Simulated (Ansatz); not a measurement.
`O[SiH2][SiH]([SiH3])Cl` + `OC=S` → `O[SiH2]OC=S` + `[SiH3][SiH2]Cl`  (cleavage of the Si–Si bond)

Calculated with Ansatz (gas phase, PBE0-D4/def2-TZVP geometries, no zero-point term in ΔE). CBS: MP2 limit from def2 TZ/QZ plus the TZ coupled-cluster correction, frozen cores. This one scheme is used for every species. DFT in def2-TZVPP. Each species was taken in one conformer, which may not be the lowest.

`O[SiH2][SiH]([SiH3])Cl`:

```xyz
12

O     1.735   -1.554   -1.902
Si    1.223   -1.253   -0.364
Si   -0.698    0.096   -0.443
Si   -1.186    1.266    1.522
Cl   -0.251    1.486   -1.937
H     1.719   -0.812   -2.510
H     0.955   -2.568    0.268
H     2.255   -0.534    0.437
H    -1.895   -0.654   -0.913
H    -2.358    2.158    1.321
H    -0.007    2.079    1.917
H    -1.491    0.291    2.604
```

`OC=S`:

Z-matrix (Å, degrees):
```
C
O 1 1.332
S 1 1.605 2 123.8
H 1 1.094 2 113.9 3 180.0
H 2 0.965 1 110.0 3 -180.0
```

`O[SiH2]OC=S`:

Cartesian coordinates in Å:
```
O 0.258 -1.661 1.028
Si 0.906 -0.317 0.374
O -0.259 0.857 0.112
C -1.060 0.935 -0.945
S -2.269 1.983 -1.096
H -0.086 -1.632 1.922
H 1.870 0.349 1.272
H 1.463 -0.729 -0.930
H -0.822 0.215 -1.736
```

`[SiH3][SiH2]Cl`:

```xyz
8

Si    0.756    0.338    0.876
Si   -0.727   -0.172   -0.858
Cl   -0.979   -2.219   -0.933
H     0.951    1.811    0.949
H     2.065   -0.318    0.620
H     0.202   -0.149    2.165
H    -2.062    0.441   -0.642
H    -0.206    0.268   -2.177
```

CCSD(T)/CBS gives -1.09 eV.

(1) Another level gave -1.37 eV. Which?
A. PBE0-D4/def2-TZVPP
B. r2SCAN/def2-TZVPP
C. HF/def2-TZVPP
D. SCS-MP2/def2-TZVPP

Largest T1 diagnostic among the species: 0.018.

Results:

(1) C. HF/def2-TZVPP -1.37, SCS-MP2/def2-TZVPP -1.22, PBE0-D4 -0.89, r2SCAN -1.01 eV.

From PBE to PBE0 (25 % exact exchange), in def2-TZVPP and without D4, ΔE moves by −0.09 eV. In def2-TZVPP, CCSD(T) changes the Hartree–Fock value by +0.25 eV (the triples alone add +0.04 eV) and MP2 by +0.19 eV.
